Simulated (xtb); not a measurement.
xtb input (GFN-FF):

```bash
xtb mol.xyz --gfnff --opt tight --chrg 0 --uhf 0
```
mol.xyz:
```
2

As    -0.00000000    -0.00000000    -1.05205375
As     0.00000000     0.00000000     1.05205375
```

End of the output:

```
         :::::::::::::::::::::::::::::::::::::::::::::::::::::
         ::                     SUMMARY                     ::
         :::::::::::::::::::::::::::::::::::::::::::::::::::::
         :: total energy              -0.071824638769 Eh    ::
         :: gradient norm              0.000004097059 Eh/a0 ::
         ::.................................................::
         :: bond energy               -0.087489682396 Eh    ::
         :: angle energy               0.000000000000 Eh    ::
         :: torsion energy             0.000000000000 Eh    ::
         :: repulsion energy           0.016366755412 Eh    ::
         :: electrostat energy         0.000000000000 Eh    ::
         :: dispersion energy         -0.000701711786 Eh    ::
         :: HB energy                  0.000000000000 Eh    ::
         :: XB energy                  0.000000000000 Eh    ::
         :: bonded atm energy          0.000000000000 Eh    ::
         :: external energy            0.000000000000 Eh    ::
         :: add. restraining           0.000000000000 Eh    ::
         :: total charge               0.000000000000 e     ::
         :::::::::::::::::::::::::::::::::::::::::::::::::::::

           -------------------------------------------------
          |                Property Printout                |
           -------------------------------------------------

molecular dipole:
                 x           y           z       tot (Debye)
 q only:        0.000       0.000       0.000       0.000
           -------------------------------------------------
          |                Geometry Summary                 |
           -------------------------------------------------

      molecular mass/u    :      149.8431891
   center of mass at/Å    :        0.0000000       0.0000000       0.0000000
  moments of inertia/u·Å² :        0.0000000E+00   0.1877013E+03   0.1877013E+03
rotational constants/cm⁻¹ :             Infinity   0.8981093E-01   0.8981093E-01

 * 1 selected distances

     #   Z          #   Z                                           value/Å
     0   0          0   0                                         0.0000000 (max)

 * 0 distinct bonds (by element types)

   Z      Z             #   av. dist./Å        max./Å        min./Å

optimized geometry written to: xtbopt.xyz

           -------------------------------------------------
          | TOTAL ENERGY               -0.071824638769 Eh   |
          | GRADIENT NORM               0.000004097059 Eh/α |
           -------------------------------------------------
########################################################################
[WARNING] Runtime exception occurred
-1- gfnff_setup: Could not read topology file.
########################################################################

------------------------------------------------------------------------
------------------------------------------------------------------------
 total:
 SCF:
 ANC optimizer:
```
